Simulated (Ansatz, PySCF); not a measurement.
Pair of molecules: PH3 (SMILES P) (first 4 atoms) with AsH3 (SMILES [AsH3]); geometry from B3LYP-D3(BJ)/def2-TZVP.
(charge 0, multiplicity 1):
```xyz
8

P     -0.0237     0.1221    -0.4746
H      1.3881    -0.0020    -0.4601
H     -0.2378    -1.2642    -0.2726
H     -0.1115     0.0255    -1.8883
As     0.2154     0.3839     3.1491
H      0.3142     0.5102     4.6676
H     -1.2944     0.5842     3.1654
H      0.4730     1.8710     2.9437
```

Basis-set superposition error: the interaction energy with monomers in their own basis, and in the dimer's basis (counterpoise).

Codes used: Ansatz (Gaussian orbitals); PySCF for 6-31G* rows, M06-2X. Each number belongs to the level named beside it.

```csv
level,uncorrected (meV),counterpoise (meV),difference
BLYP/def2-TZVPPD,24.2,29.8,5.6
B3LYP/6-31G*,-0.9,7.1,8.0
B3LYP/def2-TZVPPD,7.6,12.3,4.8
M06-2X/def2-TZVPPD,-62.3,-57.1,5.2
CAM-B3LYP/def2-TZVPPD,-11.1,-6.3,4.8
wB97X-V/def2-TZVPPD,-58.5,-53.9,4.6
B2PLYP/def2-TZVPPD,-19.5,-12.5,7.0
MP2/def2-TZVPPD,-63.6,-50.9,12.6
CCSD/def2-SVPD,-68.4,-17.0,51.3
CCSD/def2-TZVPPD,-36.3,-25.0,11.3
```

The error is largest for CCSD/def2-SVPD (51.3 meV) and smallest for wB97X-V/def2-TZVPPD (4.6 meV).

Ansatz is a quantum-chemistry and plane-wave program.
